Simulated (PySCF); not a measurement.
All of these have the formula C7H4FNO. Theory: TDDFT PBE0/def2-SVPD, vertical, gas phase, core orbitals frozen in the response in PySCF 2.14.0, density-fitted response routines. Geometries: GFN2-xTB; one conformer of each isolated species. Triplets are in the Tamm–Dancoff approximation.

A. `C#Cc1cc[n+]([O-])cc1F`
B. `c1ccc(O)c(F)c1C#N`
C. `O=C=Nc1ccccc1F`

Lowest singlet levels (six at most, fewer where fewer were computed) with oscillator strengths:

1. 4.78 eV (f 0.053); 5.59 eV (f 0.127); 6.21 eV (f 0.000); 6.44 eV (f 0.625); 6.51 eV (f 0.000); 6.73 eV (f 0.266); T1 3.63 eV
2. 5.17 eV (f 0.025); 5.64 eV (f 0.260); 5.75 eV (f 0.001); 6.56 eV (f 0.307); 6.64 eV (f 0.000); 6.72 eV (f 0.003); T1 3.84 eV
3. 4.09 eV (f 0.000); 4.30 eV (f 0.126); 4.55 eV (f 0.391); 5.18 eV (f 0.000); 5.44 eV (f 0.000); 5.71 eV (f 0.146); T1 2.36 eV

Question: Which spectrum belongs to which structure?

Answer: 1 = B, 2 = C, 3 = A.
- A: S1 at 4.09 eV, HOMO-1→LUMO (98%); Löwdin shares by element: HOMO oxygen 36%, carbon 23% or more, nitrogen 10% (atoms not listed hold the other 30%); LUMO carbon 24% or more, nitrogen 19%, oxygen 16% (atoms not listed hold the other 41%); HOMO -6.72 and LUMO -2.13 eV; point group Cs, 3 of its 6 listed states under f = 0.0005.
- B: S1 at 4.78 eV, HOMO→LUMO (82%), HOMO-1→LUMO+1 (11%); Löwdin shares by element: HOMO carbon 48% or more, oxygen 19% (atoms not listed hold the other 32%); LUMO carbon 46% or more, nitrogen 13% (atoms not listed hold the other 42%); HOMO -7.49 and LUMO -1.83 eV; point group Cs, 2 of its 6 listed states under f = 0.0005.
- C: S1 at 5.17 eV, HOMO→LUMO+1 (42%), HOMO-1→LUMO (27%), HOMO→LUMO (24%); Löwdin shares by element: HOMO carbon 44% or more, nitrogen 15% (atoms not listed hold the other 41%); LUMO carbon 61% or more (atoms not listed hold the other 39%); HOMO -7.14 and LUMO -1.00 eV; point group Cs, 1 of its 6 listed states under f = 0.0005.
